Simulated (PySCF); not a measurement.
How methods differ on the excitation energy of Se

Se [Ar] 3d10 4s2 4p4 (3P) → Se [Ar] 3d10 4s1 4p5 (3P), as a difference of total energies. Calculation: PySCF 2.14, in x2c-TZVPPall (6s5p4d1f, 48 functions); the spin-free X2C one-electron Hamiltonian (Gaussian nucleus). Correlated levels: valence: [Ar] 3d10 frozen; valence and next inner shell: [Ne] frozen. The calculations carry no spin-orbit coupling.

```csv
method,excitation energy (cm⁻¹)
UHF,94728
LDA,86894
PBE,86394
PBE0,88732
r2SCAN,87311
MN15,85391
PW91,86522
wB97X,90741
M06-L,87304
ROHF,95327
MP2 (valence),87624
SCS-MP2 (valence),86727
MP2 (valence and next inner shell),88372
SCS-MP2 (valence and next inner shell),87251
```

A first-order spin-orbit estimate (lowest level to lowest level, LS coupling) adds -0.013 eV.

The upper state lies above the first ionisation limit, where it may autoionise and the basis confines it.
